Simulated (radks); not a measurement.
The numbers below are computed, except where a source is named.
Question: The mean radii <r> (bohr) of the occupied orbitals of an atom or ion are listed with their occupations. Level of theory: scalar-relativistic Kohn-Sham, Slater X-alpha with alpha = 0.823, spin-unpolarised, spherical densities, finite nucleus; Fermi nuclear charge, rms radius of each element as measured or else 0.836 A^(1/3) + 0.57 fm (a radial shooting solver on a logarithmic mesh with Libxc functionals).

| orbital | occ. | <r> |
|---|---|---|
| 1s | 2 | 0.02111 |
| 2s | 2 | 0.08968 |
| 2p | 6 | 0.07931 |
| 3s | 2 | 0.2341 |
| 3p | 6 | 0.2328 |
| 3d | 10 | 0.2113 |
| 4s | 2 | 0.5285 |
| 4p | 6 | 0.5596 |
| 4d | 10 | 0.6064 |
| 5s | 2 | 1.291 |
| 5p | 6 | 1.527 |
| 4f | 10 | 0.8426 |
| 6s | 1 | 3.625 |

Name the element and its charge.

Answer: Z = 66, dysprosium, charge +1: Dy+ in [Xe] 4f10 6s1. The 1s radius gives Z: for a bare nucleus <r> = (2 gamma + 1)/(2Z) with gamma = sqrt(1 - (Z/c)^2), 0.02085 bohr for Z = 66, and screening makes it slightly larger (0.02111 here). The occupations add up to 65, and the charge is Z minus that.
